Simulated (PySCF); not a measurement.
PySCF input for C2HBr2Cl, SMILES ClC=C(Br)Br, TDDFT-M06-2X/def2-SVPD. Coordinates come from a B3LYP-D3(BJ)/def2-SVP optimisation.

```python
import numpy as np
from pyscf import gto, scf, dft, tdscf

mol = gto.M(
    atom='''
    Cl    1.37091007    2.43731154    0.00000000
    C     1.38426367    0.71313579    0.00000000
    C     0.28337674   -0.05127960    0.00000000
    Br   -1.47048433    0.63461297    0.00000000
    Br    0.45079711   -1.93939263    0.00000000
    H     2.37773887    0.26185496    0.00000000
    ''',
    basis='def2-SVPD',
    charge=0,
    spin=0,
    symmetry=True,
    max_memory=1600,
    verbose=4,
)
mf = dft.RKS(mol, xc='m06-2x').density_fit(auxbasis='def2-universal-jkfit')
mf.grids.level = 4
mf.conv_tol = 1e-9
mf.max_cycle = 100
mf.kernel()
mf.grids = dft.Grids(mol).set(level=2).build(with_non0tab=True)  # coarser grid for the response kernel
td = tdscf.TDDFT(mf)
td.singlet = True
td.nstates = 10
td.conv_tol = 1e-4
td.positive_eig_threshold = 1e-6
td.kernel(x0=td.get_init_guess(mf, 15))
td.analyze()
tt = tdscf.TDA(mf)
tt.singlet = False
tt.nstates = 4
tt.conv_tol = 1e-4
tt.positive_eig_threshold = 1e-6
tt.kernel(x0=tt.get_init_guess(mf, 9))
tt.analyze(verbose=3)
```

Log of the run:

```
PySCF version 2.14.0

[INPUT] verbose = 4
[INPUT] num. atoms = 6
[INPUT] num. electrons = 100
[INPUT] charge = 0
[INPUT] spin (= nelec alpha-beta = 2S) = 0
[INPUT] symmetry True subgroup None
[INPUT] Mole.unit = angstrom
[INPUT] Symbol           X                Y                Z      unit          X                Y                Z       unit  Magmom
[INPUT]  1 Cl     1.370910070000   2.437311540000   0.000000000000 AA    2.590644573708   4.605851290842   0.000000000000 Bohr   0.0
[INPUT]  2 C      1.384263670000   0.713135790000   0.000000000000 AA    2.615879220485   1.347631332725   0.000000000000 Bohr   0.0
[INPUT]  3 C      0.283376740000  -0.051279600000   0.000000000000 AA    0.535504428672  -0.096904399777   0.000000000000 Bohr   0.0
[INPUT]  4 Br    -1.470484330000   0.634612970000   0.000000000000 AA   -2.778812654165   1.199244708397   0.000000000000 Bohr   0.0
[INPUT]  5 Br     0.450797110000  -1.939392630000   0.000000000000 AA    0.851883075645  -3.664920918700   0.000000000000 Bohr   0.0
[INPUT]  6 H      2.377738870000   0.261854960000   0.000000000000 AA    4.493275260033   0.494834158759   0.000000000000 Bohr   0.0

nuclear repulsion = 646.533881438756
point group symmetry = Cs
symmetry origin: [-3.40150678e-09  3.40150697e-09  0.00000000e+00]
symmetry axis x: [1.00000000e+00 1.13755209e-10 0.00000000e+00]
symmetry axis y: [-1.13755209e-10  1.00000000e+00  0.00000000e+00]
symmetry axis z: [0. 0. 1.]
num. orbitals of irrep A' = 109
num. orbitals of irrep A" = 48
number of shells = 61
number of NR pGTOs = 281
number of NR cGTOs = 157
basis = def2-SVPD
ecp = {}


[settings echo left out]
init E= -5683.05869193128
HOMO (A") = -0.253113322277836  LUMO (A') = -0.054574397029584  gap/eV = 5.40252
cycle= 1 E= -5684.46156414838  delta_E= -1.4  |g|= 0.42  |ddm|= 4.23
HOMO (A") = -0.35099091519576  LUMO (A") = -0.0890778800118586  gap/eV = 7.12702
cycle= 2 E= -5684.40973722512  delta_E= 0.0518  |g|= 0.64  |ddm|= 2.65
HOMO (A") = -0.315826224835278  LUMO (A') = -0.020238161355512  gap/eV = 8.04336
cycle= 3 E= -5684.5160468764  delta_E= -0.106  |g|= 0.0427  |ddm|= 1.43
HOMO (A") = -0.313293508161439  LUMO (A') = -0.018093945065397  gap/eV = 8.03279
cycle= 4 E= -5684.51626896266  delta_E= -0.000222  |g|= 0.0352  |ddm|= 0.15
HOMO (A") = -0.314840194422465  LUMO (A') = -0.0165646720727572  gap/eV = 8.11649
cycle= 5 E= -5684.51656442805  delta_E= -0.000295  |g|= 0.00796  |ddm|= 0.0582
HOMO (A") = -0.314665808553591  LUMO (A') = -0.016996101523655  gap/eV = 8.10001
cycle= 6 E= -5684.51658018225  delta_E= -1.58e-05  |g|= 0.00186  |ddm|= 0.0162
HOMO (A") = -0.314648302294003  LUMO (A') = -0.0168738407133127  gap/eV = 8.10286
cycle= 7 E= -5684.51658107878  delta_E= -8.97e-07  |g|= 0.000312  |ddm|= 0.00443
HOMO (A") = -0.314649865740152  LUMO (A') = -0.0168828339228009  gap/eV = 8.10265
cycle= 8 E= -5684.5165811166  delta_E= -3.78e-08  |g|= 0.000104  |ddm|= 0.000889
HOMO (A") = -0.314652958525552  LUMO (A') = -0.0168754094692023  gap/eV = 8.10294
cycle= 9 E= -5684.5165811203  delta_E= -3.7e-09  |g|= 2.68e-05  |ddm|= 0.000292
HOMO (A") = -0.314651658928729  LUMO (A') = -0.0168749089936293  gap/eV = 8.10292
cycle= 10 E= -5684.51658112051  delta_E= -2.06e-10  |g|= 7.96e-06  |ddm|= 7.04e-05
HOMO (A") = -0.314652627846147  LUMO (A') = -0.0168747020549249  gap/eV = 8.10295
Extra cycle  E= -5684.51658112052  delta_E= -1.55e-11  |g|= 6.41e-06  |ddm|= 2.65e-05
converged SCF energy = -5684.51658112052
tot grids = 65688
Overwritten attributes  positive_eig_threshold  of <class 'pyscf.tdscf.rks.TDDFT'>


******** <class 'pyscf.tdscf.rks.TDDFT'> for <class 'pyscf.df.df_jk.DFSymAdaptedRKS'> ********
nstates = 10 singlet
deg_eia_thresh = 1.000e-03
wfnsym = None
conv_tol = 0.0001
eigh lindep = 1e-12
eigh level_shift = 0
eigh max_cycle = 100


Excitation energies (eV)
[4.95372104 5.24258775 5.89355528 5.95966363 6.33604948 6.35646589
 6.43264974 6.86213916 7.07657436 7.11571279]

** Singlet excitation energies and oscillator strengths **
Excited State   1:   A"      4.95372 eV    250.28 nm  f=0.0000
      50 -> 51        0.66812
      50 -> 53       -0.10060
Excited State   2:   A"      5.24259 eV    236.49 nm  f=0.0000
      48 -> 51       -0.15626
      50 -> 51        0.11180
      50 -> 53        0.63270
      50 -> 57        0.15412
Excited State   3:   A'      5.89356 eV    210.37 nm  f=0.0442
      47 -> 51       -0.10307
      47 -> 53        0.17503
      49 -> 51       -0.61389
      50 -> 52        0.21537
Excited State   4:   A'      5.95966 eV    208.04 nm  f=0.2642
      49 -> 51        0.19353
      50 -> 52        0.66359
Excited State   5:   A"      6.33605 eV    195.68 nm  f=0.0000
      45 -> 53       -0.12391
      48 -> 51        0.63172
      50 -> 53        0.14245
Excited State   6:   A'      6.35647 eV    195.05 nm  f=0.0075
      46 -> 51       -0.10601
      47 -> 51       -0.47539
      49 -> 53        0.46325
      49 -> 57        0.10953
Excited State   7:   A"      6.43265 eV    192.74 nm  f=0.0001
      49 -> 52        0.70014
Excited State   8:   A"      6.86214 eV    180.68 nm  f=0.0133
      50 -> 54       -0.62223
      50 -> 55        0.17480
      50 -> 57       -0.16598
Excited State   9:   A'      7.07657 eV    175.20 nm  f=0.0421
      47 -> 53       -0.13785
      48 -> 52       -0.67343
Excited State  10:   A"      7.11571 eV    174.24 nm  f=0.0000
      46 -> 52       -0.13789
      47 -> 52       -0.62191
      48 -> 53       -0.23284

** Transition electric dipole moments (AU) **
state          X           Y           Z        Dip. S.      Osc.
  1         0.0000     -0.0000     -0.0078      0.0001      0.0000
  2         0.0000     -0.0000     -0.0057      0.0000      0.0000
  3        -0.0658     -0.5492      0.0000      0.3060      0.0442
  4        -0.9765     -0.9251     -0.0000      1.8093      0.2642
  5         0.0000     -0.0000      0.0041      0.0000      0.0000
  6         0.0966      0.1970     -0.0000      0.0482      0.0075
  7         0.0000     -0.0000      0.0281      0.0008      0.0001
  8         0.0000     -0.0000     -0.2817      0.0793      0.0133
  9        -0.3902      0.3009     -0.0000      0.2428      0.0421
 10         0.0000      0.0000      0.0019      0.0000      0.0000

** Transition velocity dipole moments (imaginary part, AU) **
state          X           Y           Z        Dip. S.      Osc.
  1        -0.0000      0.0000     -0.0159      0.0003      0.0009
  2         0.0000     -0.0000     -0.0085      0.0001      0.0003
  3        -0.0103     -0.1269     -0.0000      0.0162      0.0499
  4        -0.2204     -0.2091     -0.0000      0.0923      0.2809
  5         0.0000     -0.0000     -0.0017      0.0000      0.0000
  6         0.0311      0.0542      0.0000      0.0039      0.0111
  7        -0.0000      0.0000      0.0074      0.0001      0.0002
  8         0.0000     -0.0000     -0.0613      0.0038      0.0099
  9        -0.1048      0.0809     -0.0000      0.0175      0.0449
 10         0.0000     -0.0000     -0.0019      0.0000      0.0000

** Transition magnetic dipole moments (imaginary part, AU) **
state          X           Y           Z
  1         0.1134     -0.0965     -0.0000
  2        -0.0788     -0.0550     -0.0000
  3        -0.0000      0.0000      1.0508
  4         0.0000      0.0000      0.0571
  5         0.5272      0.3629      0.0000
  6         0.0000      0.0000     -0.0711
  7         0.4337      0.2910     -0.0000
  8         0.0163      0.3445     -0.0000
  9         0.0000      0.0000      0.1487
 10         0.4390     -0.6145      0.0000
Overwritten attributes  positive_eig_threshold  of <class 'pyscf.tdscf.rks.TDA'>


******** <class 'pyscf.tdscf.rks.TDA'> for <class 'pyscf.df.df_jk.DFSymAdaptedRKS'> ********
nstates = 4 triplet
deg_eia_thresh = 1.000e-03
wfnsym = None
conv_tol = 0.0001
eigh lindep = 1e-12
eigh level_shift = 0
eigh max_cycle = 100


Excitation energies (eV)
[3.99942689 4.58173334 4.91119716 5.29447691]

** Triplet excitation energies and oscillator strengths **
Excited State   1:   A'      3.99943 eV    310.00 nm  f=0.0000
Excited State   2:   A"      4.58173 eV    270.61 nm  f=0.0000
Excited State   3:   A"      4.91120 eV    252.45 nm  f=0.0000
Excited State   4:   A'      5.29448 eV    234.18 nm  f=0.0000
```

The calculation finished and met its thresholds.
